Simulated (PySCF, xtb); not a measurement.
1,1,2-trichloro-2-fluoroethene (C₂Cl₃F), SMILES FC(Cl)=C(Cl)Cl.

Harmonic wavenumbers (cm⁻¹) from GFN2-xTB (xtb 6.7.1) at its own minimum, in rising order: 113, 131, 215, 311, 323, 356, 415, 497, 770, 855, 1082, 1630.

**Question.** What does PBE-D3(BJ)/def2-SVP (PySCF) give at its own minimum? (An estimate is asked for; the answer gives what the named calculation found.)

**Answer.** 117, 165, 246, 303, 356, 395, 511, 517, 835, 953, 1188, 1653. Paired by order, the mean absolute difference is 46 cm⁻¹ and the zero-point energies are 9.6 and 10.3 kcal/mol.
